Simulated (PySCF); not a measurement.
# Phosphorus: a sound run and one with changed settings

Sound run: P+ [Ne] 3s2 3p2, P(2+) [Ne] 3s2 3p1. Computed with PySCF 2.14 in cc-pV(D+d)Z (4s3p2d, 23 functions), with no relativity, point nucleus. The sound run starts from symmetry-adapted Hartree-Fock orbitals and uses a fine grid where one is needed.

Changed run: radial step 1.2 in ln r (0.13 in the sound run). This setting is unsound on purpose.

```json
{"species": "P+", "method": "UHF", "sound run (hartree)": "-340.34417", "changed run (hartree)": "-340.34417", "converged": "yes"}
{"species": "P+", "method": "PBE", "sound run (hartree)": "-340.71394", "changed run (hartree)": "-339.85236", "converged": "yes"}
{"species": "P+", "method": "B3LYP", "sound run (hartree)": "-340.89538", "changed run (hartree)": "-340.09885", "converged": "yes"}
{"species": "P(2+)", "method": "UHF", "sound run (hartree)": "-339.63941", "changed run (hartree)": "-339.63941", "converged": "yes"}
{"species": "P(2+)", "method": "PBE", "sound run (hartree)": "-339.98599", "changed run (hartree)": "-339.12454", "converged": "yes"}
{"species": "P(2+)", "method": "B3LYP", "sound run (hartree)": "-340.16876", "changed run (hartree)": "-339.38575", "converged": "yes"}
```

Ionisation energy of P+:

| method | sound run (eV) | changed run (eV) |
| --- | --- | --- |
| UHF | 19.178 | 19.178 |
| PBE | 19.808 | 19.805 |
| B3LYP | 19.772 | 19.404 |

A coarse radial grid mis-integrates the density and the exchange-correlation energy, with errors of either sign; Hartree-Fock needs no grid.

For comparison, NIST gives 19.769 eV between the lowest levels.
